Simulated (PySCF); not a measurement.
# Oscillator strengths, rates and cross-sections

C₅H₈NPSi.
Geometry (GFN2-xTB, Å), atoms numbered from 1 in this order:
```xyz
16
C5H8NPSi angstrom
C     -3.2465    2.1965   -0.7023
C     -2.2679    1.6013   -0.3426
C     -1.0949    0.8994    0.0339
C     -0.8078    0.6337    1.3123
C     -0.1960    0.5502   -1.0765
N      0.6035   -0.4149   -1.1537
Si     1.1095   -1.7534   -0.2237
P      2.8385   -1.0067    1.0095
H     -4.1083    2.7158   -0.9993
H      0.1159    0.1510    1.5854
H     -1.4645    0.9309    2.1123
H     -0.2555    1.2247   -1.9347
H      1.4957   -2.7121   -1.2597
H      0.1957   -2.3713    0.7488
H      3.5477   -2.1883    0.9276
H      3.5273   -0.4480   -0.0488
```

Theory: TDDFT wB97X-D/def2-SVPD, vertical, gas phase, core orbitals frozen in the response in PySCF 2.14.0, density-fitted response routines.

Computed singlets with f of 0.002 or more:

```csv
state,λ (nm),f
S2,251.6,0.046
S3,232.2,0.027
S4,230.2,0.118
S5,208.9,0.0051
S6,200.0,0.149
S7,194.3,0.082
S8,193.2,0.077
```

Q: Turn these into Einstein A coefficients, radiative lifetimes, transition dipoles and integrated cross-sections.

A: Relations used (vacuum, state to state): A = 0.6670 f ν̃² s⁻¹ (ν̃ in cm⁻¹); τ = 1/A; f = (2/3) ΔE |μ|² in atomic units; ∫σ dE = 109.76 f Mb·eV.

| state | A (s⁻¹) | τ | \|μ\| (D) | ∫σ dE (Mb·eV) |
| --- | --- | --- | --- | --- |
| S2 | 4.8×10⁷ | 21 ns | 1.56 | 5 |
| S3 | 3.4×10⁷ | 30 ns | 1.16 | 3 |
| S4 | 1.5×10⁸ | 6.7 ns | 2.41 | 13 |
| S5 | 7.7×10⁶ | 130 ns | 0.47 | 0.56 |
| S6 | 2.5×10⁸ | 4 ns | 2.52 | 16 |
| S7 | 1.4×10⁸ | 6.9 ns | 1.84 | 9 |
| S8 | 1.4×10⁸ | 7.2 ns | 1.78 | 8.5 |

The rates are for emission to S0 at the absorption energy, with no other channel.

Q: How much energy does a mole of photons resonant with S6 carry?

A: 6.200 eV × 96.485 = 598 kJ/mol (143 kcal/mol).

Q: Which computed singlets stay under f = 0.002?

A: S1 (3.52 eV, f 0.0006).

Q: By what factor does the largest A in the list exceed the smallest?

A: S6 has 32 times the rate of S5.

One conformer stands for the species.
